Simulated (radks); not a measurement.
Question: P13+, 2 electrons, occupied as [He]. Calculated with a radial shooting solver on a logarithmic mesh with Libxc functionals: Dirac Kohn-Sham, PBEsol, spin-unpolarised, spherical densities, finite nucleus; Fermi nuclear charge, rms radius 3.1889 fm. Some entries of the table are withheld. Estimate them.

orbital  occ.  eigenvalue (hartree)  <1/r> (bohr^-1)
1s1/2       2             -100.0174            14.75
2p1/2       0             -22.31688              (1)
2p3/2       0             -22.25408              (2)

Answer: 
(1) 2p1/2 <1/r> (bohr^-1): 3.451
(2) 2p3/2 <1/r> (bohr^-1): 3.432
